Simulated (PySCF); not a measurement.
HSE06 on Fe⁻ (iron, charge -1), [Ar] 3d7 4s2, high-spin 4F determinant. Calculation: PySCF 2.14, in aug-cc-pwCVTZ; no relativity, point nucleus.

```
cycle= 1 E= -1263.48772009882  delta_E= -0.0175  |g|= 0.218  |ddm|= 1.79
cycle= 2 E= -1263.43312343783  delta_E= 0.0546  |g|= 0.561  |ddm|= 0.535
cycle= 3 E= -1263.49788242764  delta_E= -0.0648  |g|= 0.0127  |ddm|= 0.445
cycle= 4 E= -1263.49792993829  delta_E= -4.75e-05  |g|= 0.00127  |ddm|= 0.0407
cycle= 5 E= -1263.4979313989  delta_E= -1.46e-06  |g|= 0.00213  |ddm|= 0.0182
cycle= 6 E= -1263.49793321247  delta_E= -1.81e-06  |g|= 0.000493  |ddm|= 0.00806
cycle= 7 E= -1263.49793306967  delta_E= 1.43e-07  |g|= 6.78e-05  |ddm|= 0.0034
cycle= 8 E= -1263.49793307227  delta_E= -2.6e-09  |g|= 1.28e-05  |ddm|= 0.000396
cycle= 9 E= -1263.49793307232  delta_E= -5.14e-11  |g|= 8.73e-07  |ddm|= 2.1e-05
converged SCF energy = -1263.49793307232  <S^2> = 3.79596  2S+1 = 4.0229143
```

Highest occupied orbital energy: 1.527 eV; ⟨L²⟩ = 12.03; populations by l: s 8.00, p 12.00, d 7.00, f 0.00.

Question: Can this result be used?

Answer: With care. The run converged. At HSE06 the highest occupied level has a positive energy, so only the finite basis holds that electron; in a semilocal or global hybrid functional this comes from self-interaction and does not mean that the real anion is unbound.
